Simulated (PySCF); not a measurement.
One of the candidates below gave these computed data.

All candidates are C2H7FOSi2.

* Rotational structure: rotational constants A, B, C: 3.544, 2.043, 1.383 GHz [GFN2-xTB]
* UV, strongest line: among the 6 lowest singlet transitions: S5 at 7.61 eV (163 nm, f = 0.037) [TDDFT PBE0/def2-SVPD]
* 13C NMR: chemical shifts (computed TMS as zero) by class: 91.1 (1 C), 21.0 (1 C) ppm [GIAO PBE0/pcSseg-1]
* Polarisability: 73.4 au [PBE0/def2-SVPD]
* Dipole: 1.25 D [PBE0/def2-SVPD]
* 1H NMR: chemical shifts (computed TMS as zero) by class: 5.60 (1 H), 5.33 (1 H), 5.12 (1 H), 5.02 (1 H), 5.02 (1 H), 1.86 (1 H), 1.75 (1 H) ppm [GIAO PBE0/pcSseg-1]

Gas-phase values; electronic properties from PySCF, density fitting. Levels stand in brackets. One conformer (not necessarily the lowest) at the GFN2-xTB geometry, without solvent, vibrations or thermal averaging. NMR values are class means; diastereotopic atoms form classes of their own.

Task: Which candidate is it?
A. `C=C[SiH2]O[SiH2]F`
B. `F[C@@H]1C[SiH2]O[SiH2]1`
C. `F[Si@H]1CC[SiH2]O1`

Result: B. It is `F[C@@H]1C[SiH2]O[SiH2]1`. Numbering: `[F:1][C@@H:2]1[CH2:3][SiH2:4][O:5][SiH2:6]1`. Its formula, C2H7FOSi2, gives 1 degree of unsaturation: 1 ring and 0 π bonds in the structure found. 2 carbons fall into 2 classes; from least to most shielded: sp3 C–F carbon [C2] (91.1 ppm), ring sp3 carbon bound to silicon [C3] (21.0 ppm). Hydrogen classes from least to most shielded: 1 H on an sp3 C–F carbon, C2 (5.60 ppm), 1 H on an oxygen-bound silicon, Si4 (5.33 ppm), 1 H on an oxygen-bound silicon, Si4 (5.12 ppm), 1 H on an oxygen-bound silicon, Si6 (5.02 ppm), 1 H on an oxygen-bound silicon, Si6 (5.02 ppm), 1 H on an sp3 carbon bound to silicon, C3 (1.86 ppm), 1 H on an sp3 carbon bound to silicon, C3 (1.75 ppm). The optimised geometry has point group C1 and is an asymmetric top.

The others, at the same levels:
- `F[Si@H]1CC[SiH2]O1` fails: its computed 13C shifts are 10.3 (1 C), 7.3 (1 C) ppm, 1H shifts are 5.23 (1 H), 5.03 (1 H), 5.00 (1 H), 1.25 (1 H), 1.22 (1 H), 1.08 (1 H), 0.60 (1 H) ppm and rotational constant A is 3.919 GHz (against 3.544 GHz).
- `C=C[SiH2]O[SiH2]F` fails: its computed 13C shifts are 144.7 (1 C), 142.5 (1 C) ppm, 1H shifts are 6.67 (1 H), 6.55 (1 H), 6.05 (1 H), 5.45 (2 H), 4.97 (2 H) ppm and rotational constant A is 4.617 GHz (against 3.544 GHz).

Each candidate is one conformer, not necessarily the lowest. The conformers computed, where there is a choice (atom-mapped SMILES and torsion angles):
- `[CH2:1]=[CH:2][SiH2:3][O:4][SiH2:5][F:6]`: C1–C2–Si3–O4 -161°, C2–Si3–O4–Si5 -32°, Si3–O4–Si5–F6 -9°

The conformers of `F[C@@H]1C[SiH2]O[SiH2]1` and `F[Si@H]1CC[SiH2]O1` aren't listed.
